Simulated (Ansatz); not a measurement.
The same molecule with X = O, S, Se. Ansatz, PBE0-D4/def2-TZVP geometries, multiplicity 1. Each molecule was computed in one conformer, which needn't be the lowest.

Scalar relativity is left out up to krypton.

| X | molecule | mean X–Al bond length / Å | mean X–H bond length / Å | HOMO–LUMO gap (PBE/def2-TZVPP) / eV | zero-point energy (PBE0-D4/def2-TZVP) / kJ/mol | size of the dipole moment (B3LYP/def2-TZVPP) / D |
| --- | --- | --- | --- | --- | --- | --- |
| O | `[OH2+][Al-]([Cl])([Cl])[Cl]` | 1.948 | 0.967 | 5.55 | 79.7 | 5.16 |
| S | `[SH2+][Al-]([Cl])([Cl])[Cl]` | 2.468 | 1.346 | 5.21 | 61.2 | 4.80 |

(1) Give the row for X = Se, `[Cl][Al-]([Cl])([Cl])[SeH2+]`. (An estimate is asked.)

Results:

(1) Ansatz gave: 
| X | molecule | mean X–Al bond length / Å | mean X–H bond length / Å | HOMO–LUMO gap (PBE/def2-TZVPP) / eV | zero-point energy (PBE0-D4/def2-TZVP) / kJ/mol | size of the dipole moment (B3LYP/def2-TZVPP) / D |
| --- | --- | --- | --- | --- | --- | --- |
| Se | `[Cl][Al-]([Cl])([Cl])[SeH2+]` | 2.601 | 1.470 | 5.04 | 55.9 | 4.89 |

From O to Se the mean X–Al bond length rises at each step, by 0.653 Å in all; the mean X–H bond length rises at each step, by 0.503 Å in all; the HOMO–LUMO gap (PBE/def2-TZVPP) falls at each step, by 0.51 eV in all; the zero-point energy (PBE0-D4/def2-TZVP) falls at each step, by 23.8 kJ/mol in all. Bonds lengthen as the atom grows down the group. Dipoles are sizes alone, and their direction can turn along the series.

B3LYP here is the variant with VWN-RPA as its local correlation; programs differ in this.

Spin–orbit coupling is left out; it splits and shifts lone-pair levels of the heavy atoms by tenths of an eV.
